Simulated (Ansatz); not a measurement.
Computed with CAM-B3LYP-D3(BJ)/def2-TZVP in Ansatz (a quantum-chemistry and plane-wave program). No frequencies were computed at this level.

Ansatz 0.2 input:
```yaml
crystal:
  periodic: [false, false, false]
  atoms:
    - { symbol: C, position_ang: [-2.590956, -0.485241, 0.75767] }
    - { symbol: C, position_ang: [-1.45019, 0.195033, 0.759215] }
    - { symbol: C, position_ang: [-0.287268, -0.099921, -0.052949] }
    - { symbol: Cl, position_ang: [-0.405745, -1.463709, -1.117698] }
    - { symbol: C, position_ang: [0.855786, 0.589362, -0.045112] }
    - { symbol: Si, position_ang: [2.331068, 0.152658, -1.126911] }
    - { symbol: H, position_ang: [-3.413393, -0.204046, 1.39184] }
    - { symbol: H, position_ang: [-2.738064, -1.342957, 0.123589] }
    - { symbol: H, position_ang: [-1.32589, 1.054317, 1.40578] }
    - { symbol: H, position_ang: [0.910886, 1.435958, 0.624877] }
    - { symbol: H, position_ang: [3.379152, 1.132389, -0.833466] }
    - { symbol: H, position_ang: [1.942223, 0.232867, -2.535321] }
    - { symbol: H, position_ang: [2.792384, -1.196713, -0.79883] }
basis:
  gaussian: { orbitals: def2-tzvp }
hamiltonian:
  xc: cam_b3lyp
  dispersion: d3bj
relax:
  max_steps: 150
```

Output:

```
Functional definition: CAM-B3LYP
1552 factors; their error is unknown
484 factors; integrals over basis functions are off by at most 1.6e-6 eV
mean field evaluation 1: about -24655.1117 eV, gradient 5.2e1 eV
mean field evaluation 2: about -24656.1139 eV, gradient 4.6e1 eV
mean field evaluation 4: about -24661.3392 eV, gradient 3.3e0 eV
mean field evaluation 8: about -24661.3636 eV, gradient 7.4e-2 eV
mean field evaluation 16: about -24661.4026 eV, gradient 2.5e-4 eV
mean field -24661.40261511 eV, -906.2898300061 hartree, gradient 1.1e-5 eV, S^2 0.000000; 0 other end points of the search recorded, 0 dependent functions left out
reference -24661.40276695 eV, -906.2898355863 hartree; 31, 31 occupied and 209, 209 virtual orbitals, 1552 factors
relax step   1: F+E_penalty+E_count = -24661.69724422 eV  Δ(F+E_penalty+E_count) = +0.000e0 eV  max|allowed force component| = 5.643e-1 eV/Å  Δτ_max = 0.0000 Å  (31 SCF iters, accepted)
these checks for a lower state are left out or cut short: starts, cluster_reference, orbital_swaps, neighbouring_geometries, increment
1552 factors; their error is unknown
484 factors; integrals over basis functions are off by at most 1.7e-6 eV
mean field -24661.42848524 eV, -906.2907807158 hartree, gradient 1.4e-5 eV, S^2 0.000000; 0 other end points of the search recorded, 0 dependent functions left out
reference -24661.42863763 eV, -906.2907863161 hartree; 31, 31 occupied and 209, 209 virtual orbitals, 1552 factors
relax step   2: F+E_penalty+E_count = -24661.72193297 eV  Δ(F+E_penalty+E_count) = -2.469e-2 eV  max|allowed force component| = 2.389e-1 eV/Å  Δτ_max = 0.0478 Å  (34 SCF iters, accepted)
these checks for a lower state are left out or cut short: starts, cluster_reference, orbital_swaps, neighbouring_geometries, increment
1552 factors; their error is unknown
484 factors; integrals over basis functions are off by at most 1.7e-6 eV
mean field evaluation 32: about -24661.4350 eV, gradient 1.5e-5 eV
mean field -24661.43501919 eV, -906.2910208343 hartree, gradient 1.5e-5 eV, S^2 0.000000; 0 other end points of the search recorded, 0 dependent functions left out
reference -24661.43517206 eV, -906.2910264521 hartree; 31, 31 occupied and 209, 209 virtual orbitals, 1552 factors
relax step   3: F+E_penalty+E_count = -24661.72804179 eV  Δ(F+E_penalty+E_count) = -6.109e-3 eV  max|allowed force component| = 6.025e-2 eV/Å  Δτ_max = 0.0442 Å  (34 SCF iters, accepted)
these checks for a lower state are left out or cut short: starts, cluster_reference, orbital_swaps, neighbouring_geometries, increment
1552 factors; their error is unknown
484 factors; integrals over basis functions are off by at most 1.7e-6 eV
mean field -24661.43611913 eV, -906.2910612562 hartree, gradient 1.5e-5 eV, S^2 0.000000; 0 other end points of the search recorded, 0 dependent functions left out
reference -24661.43627218 eV, -906.2910668806 hartree; 31, 31 occupied and 209, 209 virtual orbitals, 1552 factors
relax step   4: F+E_penalty+E_count = -24661.72881461 eV  Δ(F+E_penalty+E_count) = -7.728e-4 eV  max|allowed force component| = 3.352e-2 eV/Å  Δτ_max = 0.0153 Å  (34 SCF iters, accepted)
these checks for a lower state are left out or cut short: starts, cluster_reference, orbital_swaps, neighbouring_geometries, increment
1552 factors; their error is unknown
484 factors; integrals over basis functions are off by at most 1.7e-6 eV
mean field -24661.42854481 eV, -906.2907829053 hartree, gradient 1.5e-5 eV, S^2 0.000000; 0 other end points of the search recorded, 0 dependent functions left out
reference -24661.42869788 eV, -906.2907885302 hartree; 31, 31 occupied and 209, 209 virtual orbitals, 1552 factors
relax step   5: F+E_penalty+E_count = -24661.72111187 eV  Δ(F+E_penalty+E_count) = +7.703e-3 eV  max|allowed force component| = 3.170e-1 eV/Å  Δτ_max = 0.0211 Å  (33 SCF iters, rejected (line search))
these checks for a lower state are left out or cut short: starts, cluster_reference, orbital_swaps, neighbouring_geometries, increment
1552 factors; their error is unknown
484 factors; integrals over basis functions are off by at most 1.8e-6 eV
mean field -24661.43641932 eV, -906.2910722880 hartree, gradient 1.5e-5 eV, S^2 0.000000; 0 other end points of the search recorded, 0 dependent functions left out
reference -24661.43657247 eV, -906.2910779161 hartree; 31, 31 occupied and 209, 209 virtual orbitals, 1552 factors
relax step   6: F+E_penalty+E_count = -24661.72896810 eV  Δ(F+E_penalty+E_count) = -1.535e-4 eV  max|allowed force component| = 7.912e-3 eV/Å  Δτ_max = 0.0099 Å  (34 SCF iters, accepted)
1552 factors; their error is unknown
484 factors; integrals over basis functions are off by at most 1.8e-6 eV
mean field evaluation 64: about -24661.3007 eV, gradient 6.3e0 eV
mean field -24661.43641932 eV, -906.2910722880 hartree, gradient 1.5e-5 eV, S^2 0.000000; 1 other end points of the search recorded, 0 dependent functions left out
reference -24661.43657247 eV, -906.2910779161 hartree; 31, 31 occupied and 209, 209 virtual orbitals, 1552 factors
Total energy: -24661.72912125 eV, -906.3018288857 hartree
Atom 0 at    -2.609787    -0.465159     0.782694 Å, force     0.005587    -0.003654     0.004910 eV/Å
Atom 1 at    -1.454141     0.180143     0.748440 Å, force    -0.001488     0.001189     0.001336 eV/Å
Atom 2 at    -0.299999    -0.143537    -0.082799 Å, force     0.005589    -0.003714    -0.006633 eV/Å
Atom 3 at    -0.466832    -1.524539    -1.138031 Å, force     0.002227     0.004668     0.002563 eV/Å
Atom 4 at     0.841035     0.539684    -0.078711 Å, force    -0.007912    -0.001317     0.002198 eV/Å
Atom 5 at     2.344478     0.176106    -1.114139 Å, force    -0.006693    -0.001067     0.003162 eV/Å
Atom 6 at    -3.402816    -0.139279     1.440637 Å, force    -0.001185     0.001789    -0.001926 eV/Å
Atom 7 at    -2.797762    -1.330755     0.163436 Å, force    -0.002178     0.002244    -0.001201 eV/Å
Atom 8 at    -1.299486     1.044486     1.384660 Å, force    -0.001350    -0.000151    -0.000559 eV/Å
Atom 9 at     0.869082     1.384314     0.602912 Å, force     0.001524     0.000079    -0.000792 eV/Å
Atom 10 at     3.373024     1.186742    -0.785568 Å, force     0.000846    -0.001119    -0.001411 eV/Å
Atom 11 at     2.026126     0.261472    -2.554590 Å, force     0.002695     0.000074    -0.000136 eV/Å
Atom 12 at     2.877072    -1.169680    -0.816257 Å, force     0.002336     0.000980    -0.001512 eV/Å
Dipole moment:    -0.153074     0.200525     0.240410 e Å
```

Cost: about 3 core-minutes (a rough figure).
